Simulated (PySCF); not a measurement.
PySCF input file for Ge(H)2(F)(Me) (CH₅FGe), SMILES [CH3][GeH2][F], r2SCAN-D4/def2-SVP. 

```python
import numpy as np
from pyscf import gto, scf, dft
from pyscf.geomopt import geometric_solver

mol = gto.M(
    atom='''
    Ge    0.21519609    0.25238233    0.17638767
    C    -1.72109186   -0.07122577    0.14251679
    F     0.89837181   -0.96897815   -0.87677917
    H     0.70281427    1.52063283   -0.46906835
    H     0.92830442   -0.02605699    1.47130425
    H    -1.93581950   -1.06412201    0.53158300
    H    -2.25699491    0.66023946    0.73956030
    H    -2.08337438   -0.01877007   -0.88187283
    ''',
    basis='def2-SVP',
    charge=0,
    spin=0,
    max_memory=1600,
    verbose=3,
)
mf = dft.RKS(mol, xc='r2scan').density_fit(auxbasis='def2-universal-jkfit')
mf.disp = 'd4'
mf.grids.level = 4
mf.conv_tol = 1e-9
mf.max_cycle = 100
mf.kernel()
grad = mf.nuc_grad_method()
grad.grid_response = mol.nao <= 150
conv, mol_eq = geometric_solver.kernel(grad, convergence_set='GAU_TIGHT', maxsteps=100)
print(mol_eq.tostring(format='xyz'))
mf.reset(mol_eq)
mf.kernel()
```

Output:

```
converged SCF energy = -2217.54536484947
[banner and settings of the optimiser left out]
Geometry optimization cycle 1
Cartesian coordinates (Angstrom)
 Atom        New coordinates             dX        dY        dZ
  Ge   0.215196   0.252382   0.176388    0.000000  0.000000  0.000000
   C  -1.721092  -0.071226   0.142517    0.000000  0.000000  0.000000
   F   0.898372  -0.968978  -0.876779    0.000000  0.000000  0.000000
   H   0.702814   1.520633  -0.469068    0.000000  0.000000  0.000000
   H   0.928304  -0.026057   1.471304    0.000000  0.000000  0.000000
   H  -1.935820  -1.064122   0.531583    0.000000  0.000000  0.000000
   H  -2.256995   0.660239   0.739560    0.000000  0.000000  0.000000
   H  -2.083374  -0.018770  -0.881873    0.000000  0.000000  0.000000

WARN: Mole.unit (angstrom) is changed to Bohr

converged SCF energy = -2217.54536484945
--------------- DFRKS_Scanner gradients ---------------
         x                y                z
0 Ge     0.0079955658     0.0143011028     0.0105176983
1 C    -0.0153674443    -0.0036797335    -0.0013598766
2 F     0.0010985409     0.0033156749     0.0024724958
3 H     0.0008394762    -0.0128433522     0.0024180874
4 H    -0.0009558133    -0.0005423195    -0.0130442597
5 H     0.0002020413     0.0074736408    -0.0034245786
6 H     0.0048545245    -0.0069338118    -0.0056513411
7 H     0.0013331090    -0.0010912014     0.0080717745
----------------------------------------------
cycle 1: E = -2217.54536485  dE = -2217.55  norm(grad) = 0.0350874
Step    0 : Gradient = 1.241e-02/1.947e-02 (rms/max) Energy = -2217.5453648494
Hessian Eigenvalues: 2.30000e-02 5.00000e-02 5.00000e-02 ... 3.50646e-01 3.50673e-01 3.53170e-01

Geometry optimization cycle 2
Cartesian coordinates (Angstrom)
 Atom        New coordinates             dX        dY        dZ
  Ge   0.217679   0.221645   0.151511    0.002483 -0.030737 -0.024877
   C  -1.693185  -0.068295   0.141824    0.027907  0.002931 -0.000692
[...]
7 H    -0.0000000422    -0.0000010364    -0.0000016338
----------------------------------------------
cycle 16: E = -2217.54811811  dE = -6.5761e-09  norm(grad) = 2.21101e-05
Step   15 : Displace = 1.839e-04/2.476e-04 (rms/max) Trust = 3.000e-01 (=) Grad = 7.817e-06/1.690e-05 (rms/max) E (change) = -2217.5481181136 (-6.576e-09) Quality = 1.610
Hessian Eigenvalues: 8.11477e-04 2.08594e-03 3.63424e-02 ... 3.50753e-01 3.51394e-01 3.75257e-01

Geometry optimization cycle 17
Cartesian coordinates (Angstrom)
 Atom        New coordinates             dX        dY        dZ
  Ge   0.225872   0.208677   0.138636    0.000027 -0.000247 -0.000420
   C  -1.690363  -0.072869   0.137788   -0.000027  0.000173  0.000535
   F   0.914362  -1.020675  -0.900208   -0.000845  0.000384 -0.001759
   H   0.634254   1.556736  -0.476322    0.000007  0.000157  0.000412
   H   0.862741  -0.003189   1.521278    0.000906 -0.001336 -0.000976
   H  -1.925954  -1.076110   0.522010   -0.000048  0.000062  0.000224
   H  -2.187831   0.674477   0.775053    0.000555  0.000018  0.001180
   H  -2.085674   0.017055  -0.884603   -0.000575  0.000789  0.000803
converged SCF energy = -2217.54811812752
--------------- DFRKS_Scanner gradients ---------------
         x                y                z
0 Ge    -0.0000293171    -0.0000101097    -0.0000036035
1 C     0.0000033105    -0.0000121620    -0.0000085996
2 F     0.0000033269    -0.0000048190    -0.0000032050
3 H     0.0000102253     0.0000074134     0.0000070613
4 H     0.0000096532     0.0000107176     0.0000039386
5 H     0.0000006603     0.0000009763     0.0000049500
6 H     0.0000007752     0.0000060137     0.0000015410
7 H     0.0000013656     0.0000019695    -0.0000020829
----------------------------------------------
cycle 17: E = -2217.54811813  dE = -1.3903e-08  norm(grad) = 4.19539e-05
Step   16 : Displace = 1.539e-04/2.110e-04 (rms/max) Trust = 3.000e-01 (=) Grad = 1.483e-05/3.122e-05 (rms/max) E (change) = -2217.5481181275 (-1.390e-08) Quality = 1.585
Hessian Eigenvalues: 6.37290e-04 1.09573e-03 3.66053e-02 ... 3.50747e-01 3.52027e-01 3.79408e-01

Geometry optimization cycle 18
Cartesian coordinates (Angstrom)
 Atom        New coordinates             dX        dY        dZ
  Ge   0.225962   0.208208   0.137764    0.000090 -0.000468 -0.000872
   C  -1.690394  -0.072469   0.138902   -0.000031  0.000400  0.001115
   F   0.912647  -1.020049  -0.903579   -0.001715  0.000626 -0.003371
   H   0.634250   1.556938  -0.475813   -0.000004  0.000202  0.000509
   H   0.864503  -0.005759   1.519323    0.001762 -0.002570 -0.001956
   H  -1.925965  -1.076113   0.522075   -0.000011 -0.000003  0.000066
   H  -2.186671   0.674258   0.777827    0.001160 -0.000219  0.002774
   H  -2.086926   0.019087  -0.882868   -0.001251  0.002032  0.001735
converged SCF energy = -2217.54811815285
--------------- DFRKS_Scanner gradients ---------------
         x                y                z
0 Ge    -0.0000409697    -0.0000134790    -0.0000029474
1 C    -0.0000000790    -0.0000212265    -0.0000140614
2 F     0.0000045397    -0.0000071485    -0.0000062214
3 H     0.0000141892     0.0000112902     0.0000089695
4 H     0.0000137514     0.0000133186     0.0000050275
5 H     0.0000030846     0.0000030144     0.0000080179
6 H     0.0000020393     0.0000083639     0.0000033704
7 H     0.0000034444     0.0000058670    -0.0000021550
----------------------------------------------
cycle 18: E = -2217.54811815  dE = -2.53317e-08  norm(grad) = 6.03979e-05
Step   17 : Displace = 4.056e-05/6.155e-05 (rms/max) Trust = 3.000e-01 (=) Grad = 2.135e-05/4.323e-05 (rms/max) E (change) = -2217.5481181528 (-2.533e-08) Quality = 1.528
Hessian Eigenvalues: 3.76069e-04 1.00769e-03 3.65281e-02 ... 3.50749e-01 3.52245e-01 3.74990e-01

Geometry optimization cycle 19
Cartesian coordinates (Angstrom)
 Atom        New coordinates             dX        dY        dZ
  Ge   0.226133   0.207600   0.136538    0.000171 -0.000608 -0.001226
   C  -1.690406  -0.071863   0.140474   -0.000012  0.000606  0.001572
   F   0.910288  -1.019326  -0.908037   -0.002359  0.000723 -0.004459
   H   0.634218   1.557106  -0.475443   -0.000032  0.000168  0.000369
   H   0.866849  -0.009183   1.516649    0.002347 -0.003424 -0.002673
   H  -1.925899  -1.076242   0.521771    0.000067 -0.000129 -0.000304
   H  -2.185038   0.673697   0.782035    0.001633 -0.000561  0.004208
   H  -2.088739   0.022312  -0.880355   -0.001814  0.003225  0.002513
converged SCF energy = -2217.54811818216
--------------- DFRKS_Scanner gradients ---------------
         x                y                z
0 Ge    -0.0000350743    -0.0000089369    -0.0000028923
1 C    -0.0000036684    -0.0000219927    -0.0000157499
2 F     0.0000039870    -0.0000070706    -0.0000069010
3 H     0.0000121279     0.0000090554     0.0000084274
4 H     0.0000129349     0.0000109082     0.0000051602
5 H     0.0000035500     0.0000012451     0.0000093342
6 H     0.0000018055     0.0000090129     0.0000047857
7 H     0.0000043376     0.0000077786    -0.0000021643
----------------------------------------------
cycle 19: E = -2217.54811818  dE = -2.93153e-08  norm(grad) = 5.55235e-05
Step   18 : Displace = 3.234e-04/4.477e-04 (rms/max) Trust = 3.000e-01 (=) Grad = 1.963e-05/3.631e-05 (rms/max) E (change) = -2217.5481181822 (-2.932e-08) Quality = 1.365
Hessian Eigenvalues: 3.28639e-04 9.87932e-04 3.58390e-02 ... 3.50793e-01 3.51507e-01 3.69572e-01

Geometry optimization cycle 20
Cartesian coordinates (Angstrom)
 Atom        New coordinates             dX        dY        dZ
  Ge   0.226259   0.207315   0.135881    0.000127 -0.000285 -0.000657
   C  -1.690383  -0.071495   0.141318    0.000023  0.000368  0.000845
   F   0.909074  -1.019101  -0.910154   -0.001214  0.000225 -0.002117
   H   0.634186   1.557089  -0.475574   -0.000032 -0.000017 -0.000130
   H   0.867984  -0.010824   1.515292    0.001134 -0.001641 -0.001358
   H  -1.925783  -1.076426   0.521221    0.000116 -0.000184 -0.000550
   H  -2.184161   0.673151   0.784585    0.000877 -0.000547  0.002550
   H  -2.089771   0.024392  -0.878938   -0.001031  0.002080  0.001417
converged SCF energy = -2217.54811819757
--------------- DFRKS_Scanner gradients ---------------
         x                y                z
0 Ge    -0.0000176680    -0.0000018983    -0.0000006501
1 C    -0.0000034929    -0.0000123220    -0.0000087108
2 F     0.0000020768    -0.0000042699    -0.0000042609
3 H     0.0000055627     0.0000036890     0.0000041364
4 H     0.0000064547     0.0000046770     0.0000024617
5 H     0.0000022092     0.0000013227     0.0000048062
6 H     0.0000015722     0.0000040441     0.0000021399
7 H     0.0000032855     0.0000047573     0.0000000776
----------------------------------------------
cycle 20: E = -2217.5481182  dE = -1.5405e-08  norm(grad) = 2.85416e-05
Step   19 : Displace = 4.743e-04/6.379e-04 (rms/max) Trust = 3.000e-01 (=) Grad = 1.009e-05/1.778e-05 (rms/max) E (change) = -2217.5481181976 (-1.541e-08) Quality = 1.295
Hessian Eigenvalues: 3.93691e-04 8.97693e-04 3.38825e-02 ... 3.50732e-01 3.51035e-01 3.66696e-01

Geometry optimization cycle 21
Cartesian coordinates (Angstrom)
 Atom        New coordinates             dX        dY        dZ
  Ge   0.226294   0.207354   0.135891    0.000035  0.000039  0.000010
   C  -1.690359  -0.071461   0.141303    0.000024  0.000034 -0.000015
   F   0.909154  -1.019256  -0.909870    0.000080 -0.000155  0.000284
   H   0.634174   1.556993  -0.475870   -0.000012 -0.000097 -0.000296
   H   0.867851  -0.010617   1.515390   -0.000132  0.000207  0.000098
   H  -1.925714  -1.076528   0.520883    0.000068 -0.000102 -0.000338
   H  -2.184178   0.672945   0.784809   -0.000017 -0.000206  0.000224
   H  -2.089817   0.024672  -0.878906   -0.000046  0.000281  0.000033
converged SCF energy = -2217.54811820113
--------------- DFRKS_Scanner gradients ---------------
         x                y                z
0 Ge    -0.0000014977    -0.0000006157     0.0000010901
1 C    -0.0000011289    -0.0000030585    -0.0000010364
2 F     0.0000002425    -0.0000007699    -0.0000007875
3 H     0.0000007371     0.0000011259     0.0000002089
4 H     0.0000007017     0.0000007104    -0.0000001762
5 H     0.0000004526     0.0000003478     0.0000008663
6 H     0.0000001084     0.0000009813     0.0000006585
7 H     0.0000003843     0.0000012789    -0.0000008238
----------------------------------------------
cycle 21: E = -2217.5481182  dE = -3.56431e-09  norm(grad) = 4.96131e-06
Step   20 : Displace = 2.657e-04/3.613e-04 (rms/max) Trust = 3.000e-01 (=) Grad = 1.754e-06/3.421e-06 (rms/max) E (change) = -2217.5481182011 (-3.564e-09) Quality = 1.067
Hessian Eigenvalues: 4.04291e-04 8.62196e-04 3.28287e-02 ... 3.50757e-01 3.51061e-01 3.65833e-01

Geometry optimization cycle 22
Cartesian coordinates (Angstrom)
 Atom        New coordinates             dX        dY        dZ
  Ge   0.226288   0.207399   0.135969   -0.000006  0.000045  0.000078
   C  -1.690354  -0.071492   0.141203    0.000005 -0.000031 -0.000100
   F   0.909312  -1.019316  -0.909557    0.000158 -0.000060  0.000312
   H   0.634175   1.556970  -0.475928    0.000001 -0.000023 -0.000058
   H   0.867684  -0.010384   1.515572   -0.000167  0.000233  0.000182
   H  -1.925707  -1.076528   0.520867    0.000008 -0.000000 -0.000016
   H  -2.184286   0.672960   0.784565   -0.000109  0.000015 -0.000244
   H  -2.089707   0.024493  -0.879060    0.000110 -0.000179 -0.000154
converged SCF energy = -2217.54811820137
--------------- DFRKS_Scanner gradients ---------------
         x                y                z
0 Ge     0.0000014132    -0.0000021731    -0.0000010060
1 C    -0.0000004716    -0.0000006392     0.0000001636
2 F    -0.0000006424     0.0000009936     0.0000009541
3 H    -0.0000000768     0.0000007464    -0.0000001687
4 H    -0.0000000838     0.0000002585     0.0000001407
5 H     0.0000001567     0.0000001422     0.0000000511
6 H    -0.0000002962     0.0000003745     0.0000002848
7 H     0.0000000009     0.0000002970    -0.0000004195
----------------------------------------------
cycle 22: E = -2217.5481182  dE = -2.35559e-10  norm(grad) = 3.46487e-06
Step   21 : Displace = 1.060e-05/1.532e-05 (rms/max) Trust = 3.000e-01 (=) Grad = 1.225e-06/2.781e-06 (rms/max) E (change) = -2217.5481182014 (-2.356e-10) Quality = 1.636
Hessian Eigenvalues: 4.04291e-04 8.62196e-04 3.28287e-02 ... 3.50757e-01 3.51061e-01 3.65833e-01
Converged! =D

8
XYZ from PySCF
Ge          0.22628807        0.20739901        0.13596890
C          -1.69035361       -0.07149209        0.14120335
F           0.90931230       -1.01931594       -0.90955722
H           0.63417460        1.55697002       -0.47592771
H           0.86768429       -0.01038419        1.51557203
H          -1.92570654       -1.07652807        0.52086749
H          -2.18428641        0.67296001        0.78456452
H          -2.08970675        0.02449289       -0.87905969
converged SCF energy = -2217.54811820131
```

Self-consistency was reached.
